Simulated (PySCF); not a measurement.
**Bond curve of LaI**

Set-up: La x2c-TZVPall, I x2c-TZVPall; spin-free X2C with a Gaussian nucleus (PySCF 2.14). Energies in eV from La (5d1 6s2) + I in their ground configurations at the same level. State: triplet, about 0.0 electrons in the 4f shell (Mulliken).

All columns are BP86. A positive dipole means La(−)I(+).

| R (Å) | E (eV) | μ (D) | Mulliken charge on La (basis-dependent) | HOMO (eV) | LUMO (eV) | Mayer bond order | ⟨S²⟩ |
| --- | --- | --- | --- | --- | --- | --- | --- |
| 2.531 | -2.999 | -3.06 | 0.20 | -2.87 | -2.41 | 1.54 | 2.00 |
| 2.649 | -3.555 | -3.49 | 0.26 | -2.99 | -2.51 | 1.42 | 2.00 |
| 2.766 | -3.851 | -3.96 | 0.31 | -3.11 | -2.63 | 1.32 | 2.00 |
| 2.855 | -3.951 | -4.33 | 0.33 | -3.20 | -2.72 | 1.26 | 2.00 |
| 2.943 | -3.976 | -4.72 | 0.35 | -3.30 | -2.81 | 1.21 | 2.00 |
| 3.031 | -3.945 | -5.12 | 0.37 | -3.39 | -2.90 | 1.17 | 2.00 |
| 3.149 | -3.843 | -5.68 | 0.38 | -3.51 | -3.02 | 1.13 | 2.00 |
| 3.296 | -3.654 | -6.38 | 0.39 | -3.66 | -3.16 | 1.09 | 2.00 |
| 3.473 | -3.380 | -7.22 | 0.41 | -3.82 | -3.33 | 1.06 | 2.00 |
| 3.708 | -2.990 | -8.31 | 0.43 | -4.02 | -3.54 | 1.01 | 2.01 |

A fit through these points gives, at Re = 2.934 Å, μ = -4.68 D and dμ/dR = -4.48 D/Å; the reduced mass is 66.32 u.

Q: How strong is the fundamental in the double-harmonic approximation, I = 42.26·(dμ/dR)²/μred km/mol?

A: I = 42.26·(-4.48)²/66.32 = 12.8 km/mol at BP86.

Spin–orbit coupling is left out, which matters for elements this heavy, above all for dissociation energies. With d or f electrons several states lie close, and the lowest PBE0 determinant need not be the measured ground state.
